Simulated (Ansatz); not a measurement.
Computed with Ansatz (a first-principles code) with PBE0-D3(BJ)/def2-TZVP. No frequencies were computed at this level.

Ansatz 0.2 input:
```yaml
crystal:
  periodic: [false, false, false]
  atoms:
    - { symbol: O, position_ang: [1.11792, -0.214292, -0.369688] }
    - { symbol: Si, position_ang: [-0.459338, -0.038432, -0.554964] }
    - { symbol: F, position_ang: [-0.94743, 1.385585, 0.006396] }
    - { symbol: F, position_ang: [-1.263849, -1.016403, 0.434361] }
    - { symbol: H, position_ang: [1.552697, -0.116457, 0.483896] }
basis:
  gaussian: { orbitals: def2-tzvp }
hamiltonian:
  xc: pbe0
  dispersion: d3bj
relax:
  max_steps: 150
magnetization:
  spin_polarized: true
  initial_magnetization: 1
```

Output:

```
[...]
775 factors; their error is unknown
mean field -15371.12655431 eV, -564.8784819471 hartree, gradient 2.5e-5 eV, S^2 0.751058; 0 other end points of the search recorded, 0 dependent functions left out
reference -15371.12657763 eV, -564.8784828041 hartree; 21, 20 occupied and 115, 116 virtual orbitals, 775 factors
relax step  12: F+E_penalty+E_count = -15371.18473496 eV  Δ(F+E_penalty+E_count) = -1.299e-4 eV  max|allowed force component| = 9.101e-2 eV/Å  Δτ_max = 0.0196 Å  (32 SCF iters, accepted)
these checks for a lower state are left out or cut short: starts, cluster_reference, orbital_swaps, neighbouring_geometries, increment
775 factors; their error is unknown
mean field evaluation 96: about -15371.1267 eV, gradient 2.6e-5 eV
mean field -15371.12669220 eV, -564.8784870146 hartree, gradient 2.6e-5 eV, S^2 0.751062; 0 other end points of the search recorded, 0 dependent functions left out
reference -15371.12671553 eV, -564.8784878718 hartree; 21, 20 occupied and 115, 116 virtual orbitals, 775 factors
relax step  13: F+E_penalty+E_count = -15371.18487147 eV  Δ(F+E_penalty+E_count) = -1.365e-4 eV  max|allowed force component| = 1.736e-1 eV/Å  Δτ_max = 0.0281 Å  (31 SCF iters, accepted)
these checks for a lower state are left out or cut short: starts, cluster_reference, orbital_swaps, neighbouring_geometries, increment
775 factors; their error is unknown
mean field -15371.12704518 eV, -564.8784999861 hartree, gradient 2.5e-5 eV, S^2 0.751064; 0 other end points of the search recorded, 0 dependent functions left out
reference -15371.12706849 eV, -564.8785008429 hartree; 21, 20 occupied and 115, 116 virtual orbitals, 775 factors
relax step  14: F+E_penalty+E_count = -15371.18522561 eV  Δ(F+E_penalty+E_count) = -3.541e-4 eV  max|allowed force component| = 1.339e-1 eV/Å  Δτ_max = 0.0108 Å  (31 SCF iters, accepted)
these checks for a lower state are left out or cut short: starts, cluster_reference, orbital_swaps, neighbouring_geometries, increment
775 factors; their error is unknown
mean field -15371.12808402 eV, -564.8785381628 hartree, gradient 1.3e-5 eV, S^2 0.751075; 0 other end points of the search recorded, 0 dependent functions left out
reference -15371.12810730 eV, -564.8785390184 hartree; 21, 20 occupied and 115, 116 virtual orbitals, 775 factors
relax step  15: F+E_penalty+E_count = -15371.18625630 eV  Δ(F+E_penalty+E_count) = -1.031e-3 eV  max|allowed force component| = 1.874e-1 eV/Å  Δτ_max = 0.0542 Å  (31 SCF iters, accepted)
these checks for a lower state are left out or cut short: starts, cluster_reference, orbital_swaps, neighbouring_geometries, increment
775 factors; their error is unknown
mean field -15371.13136867 eV, -564.8786588715 hartree, gradient 2.6e-5 eV, S^2 0.751134; 0 other end points of the search recorded, 0 dependent functions left out
reference -15371.13139191 eV, -564.8786597257 hartree; 21, 20 occupied and 115, 116 virtual orbitals, 775 factors
relax step  16: F+E_penalty+E_count = -15371.18945817 eV  Δ(F+E_penalty+E_count) = -3.202e-3 eV  max|allowed force component| = 3.123e-1 eV/Å  Δτ_max = 0.1787 Å  (35 SCF iters, accepted)
these checks for a lower state are left out or cut short: starts, cluster_reference, orbital_swaps, neighbouring_geometries, increment
775 factors; their error is unknown
mean field -15371.13571422 eV, -564.8788185674 hartree, gradient 2.6e-5 eV, S^2 0.751156; 0 other end points of the search recorded, 0 dependent functions left out
reference -15371.13573751 eV, -564.8788194235 hartree; 21, 20 occupied and 115, 116 virtual orbitals, 775 factors
relax step  17: F+E_penalty+E_count = -15371.19374751 eV  Δ(F+E_penalty+E_count) = -4.289e-3 eV  max|allowed force component| = 1.901e-1 eV/Å  Δτ_max = 0.0255 Å  (32 SCF iters, accepted)
these checks for a lower state are left out or cut short: starts, cluster_reference, orbital_swaps, neighbouring_geometries, increment
775 factors; their error is unknown
mean field evaluation 128: about -15371.0789 eV, gradient 3.5e-2 eV
mean field -15371.13941745 eV, -564.8789546588 hartree, gradient 1.1e-5 eV, S^2 0.751195; 0 other end points of the search recorded, 0 dependent functions left out
reference -15371.13944073 eV, -564.8789555143 hartree; 21, 20 occupied and 115, 116 virtual orbitals, 775 factors
relax step  18: F+E_penalty+E_count = -15371.19740074 eV  Δ(F+E_penalty+E_count) = -3.653e-3 eV  max|allowed force component| = 2.099e-1 eV/Å  Δτ_max = 0.0417 Å  (32 SCF iters, accepted)
these checks for a lower state are left out or cut short: starts, cluster_reference, orbital_swaps, neighbouring_geometries, increment
775 factors; their error is unknown
mean field -15371.14092689 eV, -564.8790101295 hartree, gradient 8.6e-6 eV, S^2 0.751225; 0 other end points of the search recorded, 0 dependent functions left out
reference -15371.14095014 eV, -564.8790109840 hartree; 21, 20 occupied and 115, 116 virtual orbitals, 775 factors
relax step  19: F+E_penalty+E_count = -15371.19893247 eV  Δ(F+E_penalty+E_count) = -1.532e-3 eV  max|allowed force component| = 3.441e-1 eV/Å  Δτ_max = 0.0326 Å  (32 SCF iters, accepted)
these checks for a lower state are left out or cut short: starts, cluster_reference, orbital_swaps, neighbouring_geometries, increment
775 factors; their error is unknown
mean field -15371.14419782 eV, -564.8791303341 hartree, gradient 2.6e-5 eV, S^2 0.751234; 0 other end points of the search recorded, 0 dependent functions left out
reference -15371.14422102 eV, -564.8791311866 hartree; 21, 20 occupied and 115, 116 virtual orbitals, 775 factors
relax step  20: F+E_penalty+E_count = -15371.20222724 eV  Δ(F+E_penalty+E_count) = -3.295e-3 eV  max|allowed force component| = 1.420e-1 eV/Å  Δτ_max = 0.0150 Å  (32 SCF iters, accepted)
these checks for a lower state are left out or cut short: starts, cluster_reference, orbital_swaps, neighbouring_geometries, increment
775 factors; their error is unknown
mean field -15371.15212629 eV, -564.8794217000 hartree, gradient 7.0e-6 eV, S^2 0.751304; 0 other end points of the search recorded, 0 dependent functions left out
reference -15371.15214955 eV, -564.8794225548 hartree; 21, 20 occupied and 115, 116 virtual orbitals, 775 factors
relax step  21: F+E_penalty+E_count = -15371.21002749 eV  Δ(F+E_penalty+E_count) = -7.800e-3 eV  max|allowed force component| = 4.092e-1 eV/Å  Δτ_max = 0.1181 Å  (37 SCF iters, accepted)
these checks for a lower state are left out or cut short: starts, cluster_reference, orbital_swaps, neighbouring_geometries, increment
775 factors; their error is unknown
mean field evaluation 160: about -15371.1569 eV, gradient 2.0e-3 eV
mean field -15371.15694616 eV, -564.8795988271 hartree, gradient 7.3e-6 eV, S^2 0.751321; 0 other end points of the search recorded, 0 dependent functions left out
reference -15371.15696944 eV, -564.8795996825 hartree; 21, 20 occupied and 115, 116 virtual orbitals, 775 factors
relax step  22: F+E_penalty+E_count = -15371.21485878 eV  Δ(F+E_penalty+E_count) = -4.831e-3 eV  max|allowed force component| = 9.426e-2 eV/Å  Δτ_max = 0.0173 Å  (32 SCF iters, accepted)
these checks for a lower state are left out or cut short: starts, cluster_reference, orbital_swaps, neighbouring_geometries, increment
775 factors; their error is unknown
mean field -15371.15887824 eV, -564.8796698297 hartree, gradient 7.2e-6 eV, S^2 0.751337; 0 other end points of the search recorded, 0 dependent functions left out
reference -15371.15890152 eV, -564.8796706853 hartree; 21, 20 occupied and 115, 116 virtual orbitals, 775 factors
relax step  23: F+E_penalty+E_count = -15371.21676563 eV  Δ(F+E_penalty+E_count) = -1.907e-3 eV  max|allowed force component| = 1.712e-1 eV/Å  Δτ_max = 0.0212 Å  (32 SCF iters, accepted)
these checks for a lower state are left out or cut short: starts, cluster_reference, orbital_swaps, neighbouring_geometries, increment
775 factors; their error is unknown
mean field -15370.94986598 eV, -564.8719887707 hartree, gradient 2.1e-5 eV, S^2 0.751523; 0 other end points of the search recorded, 0 dependent functions left out
reference -15370.94988953 eV, -564.8719896363 hartree; 21, 20 occupied and 115, 116 virtual orbitals, 775 factors
relax step  24: F+E_penalty+E_count = -15371.00740839 eV  Δ(F+E_penalty+E_count) = +2.094e-1 eV  max|allowed force component| = 2.360e0 eV/Å  Δτ_max = 0.2000 Å  (36 SCF iters, rejected (line search))
these checks for a lower state are left out or cut short: starts, cluster_reference, orbital_swaps, neighbouring_geometries, increment
775 factors; their error is unknown
mean field -15371.16651533 eV, -564.8799504873 hartree, gradient 2.4e-5 eV, S^2 0.751389; 0 other end points of the search recorded, 0 dependent functions left out
reference -15371.16653850 eV, -564.8799513389 hartree; 21, 20 occupied and 115, 116 virtual orbitals, 775 factors
relax step  25: F+E_penalty+E_count = -15371.22428968 eV  Δ(F+E_penalty+E_count) = -7.524e-3 eV  max|allowed force component| = 1.308e-1 eV/Å  Δτ_max = 0.1000 Å  (31 SCF iters, accepted)
these checks for a lower state are left out or cut short: starts, cluster_reference, orbital_swaps, neighbouring_geometries, increment
775 factors; their error is unknown
mean field -15371.16765967 eV, -564.8799925413 hartree, gradient 8.4e-6 eV, S^2 0.751378; 0 other end points of the search recorded, 0 dependent functions left out
reference -15371.16768286 eV, -564.8799933933 hartree; 21, 20 occupied and 115, 116 virtual orbitals, 775 factors
relax step  26: F+E_penalty+E_count = -15371.22535347 eV  Δ(F+E_penalty+E_count) = -1.064e-3 eV  max|allowed force component| = 1.375e-1 eV/Å  Δτ_max = 0.0454 Å  (32 SCF iters, accepted)
these checks for a lower state are left out or cut short: starts, cluster_reference, orbital_swaps, neighbouring_geometries, increment
775 factors; their error is unknown
mean field evaluation 192: about -15371.0629 eV, gradient 2.9e0 eV
mean field -15371.16668832 eV, -564.8799568447 hartree, gradient 1.2e-5 eV, S^2 0.751400; 0 other end points of the search recorded, 0 dependent functions left out
reference -15371.16671149 eV, -564.8799576962 hartree; 21, 20 occupied and 115, 116 virtual orbitals, 775 factors
relax step  27: F+E_penalty+E_count = -15371.22432867 eV  Δ(F+E_penalty+E_count) = +1.025e-3 eV  max|allowed force component| = 4.193e-1 eV/Å  Δτ_max = 0.0498 Å  (32 SCF iters, rejected (line search))
these checks for a lower state are left out or cut short: starts, cluster_reference, orbital_swaps, neighbouring_geometries, increment
775 factors; their error is unknown
mean field -15371.16903750 eV, -564.8800431754 hartree, gradient 2.6e-5 eV, S^2 0.751393; 0 other end points of the search recorded, 0 dependent functions left out
reference -15371.16906064 eV, -564.8800440259 hartree; 21, 20 occupied and 115, 116 virtual orbitals, 775 factors
relax step  28: F+E_penalty+E_count = -15371.22673401 eV  Δ(F+E_penalty+E_count) = -1.381e-3 eV  max|allowed force component| = 2.369e-2 eV/Å  Δτ_max = 0.0249 Å  (32 SCF iters, accepted)
these checks for a lower state are left out or cut short: starts, cluster_reference, orbital_swaps, neighbouring_geometries, increment
775 factors; their error is unknown
mean field -15371.16923236 eV, -564.8800503364 hartree, gradient 2.5e-5 eV, S^2 0.751395; 0 other end points of the search recorded, 0 dependent functions left out
reference -15371.16925550 eV, -564.8800511868 hartree; 21, 20 occupied and 115, 116 virtual orbitals, 775 factors
relax step  29: F+E_penalty+E_count = -15371.22692598 eV  Δ(F+E_penalty+E_count) = -1.920e-4 eV  max|allowed force component| = 1.886e-2 eV/Å  Δτ_max = 0.0071 Å  (33 SCF iters, accepted)
these checks for a lower state are left out or cut short: starts, cluster_reference, orbital_swaps, neighbouring_geometries, increment
775 factors; their error is unknown
mean field -15371.16927061 eV, -564.8800517423 hartree, gradient 2.5e-5 eV, S^2 0.751400; 0 other end points of the search recorded, 0 dependent functions left out
reference -15371.16929374 eV, -564.8800525923 hartree; 21, 20 occupied and 115, 116 virtual orbitals, 775 factors
relax step  30: F+E_penalty+E_count = -15371.22693709 eV  Δ(F+E_penalty+E_count) = -1.111e-5 eV  max|allowed force component| = 9.100e-2 eV/Å  Δτ_max = 0.0212 Å  (32 SCF iters, accepted)
these checks for a lower state are left out or cut short: starts, cluster_reference, orbital_swaps, neighbouring_geometries, increment
775 factors; their error is unknown
mean field evaluation 224: about -15371.1694 eV, gradient 1.8e-3 eV
mean field -15371.16936316 eV, -564.8800551433 hartree, gradient 2.5e-5 eV, S^2 0.751401; 0 other end points of the search recorded, 0 dependent functions left out
reference -15371.16938629 eV, -564.8800559932 hartree; 21, 20 occupied and 115, 116 virtual orbitals, 775 factors
relax step  31: F+E_penalty+E_count = -15371.22703529 eV  Δ(F+E_penalty+E_count) = -9.821e-5 eV  max|allowed force component| = 3.636e-3 eV/Å  Δτ_max = 0.0056 Å  (33 SCF iters, accepted)
775 factors; their error is unknown
mean field -15371.16936316 eV, -564.8800551433 hartree, gradient 4.1e-5 eV, S^2 0.751401; 1 other end points of the search recorded, 0 dependent functions left out
reference -15371.16938629 eV, -564.8800559932 hartree; 21, 20 occupied and 115, 116 virtual orbitals, 775 factors
Total energy: -15371.22705842 eV, -564.8821754050 hartree
Atom 0 at     1.024022    -0.415629     0.172726 Å, force    -0.003636     0.001254    -0.000755 eV/Å
Atom 1 at    -0.438382    -0.019960    -0.421140 Å, force     0.002731    -0.001601    -0.000815 eV/Å
Atom 2 at    -0.916387     1.392945     0.135157 Å, force     0.000579     0.002748     0.000866 eV/Å
Atom 3 at    -1.437490    -1.112714     0.141321 Å, force    -0.000183    -0.002285     0.000554 eV/Å
Atom 4 at     1.768237     0.155360    -0.028063 Å, force     0.000509    -0.000116     0.000150 eV/Å
Dipole moment:     0.405867     0.168002    -0.246723 e Å
```

Cost: very roughly 2.7 core-minutes.
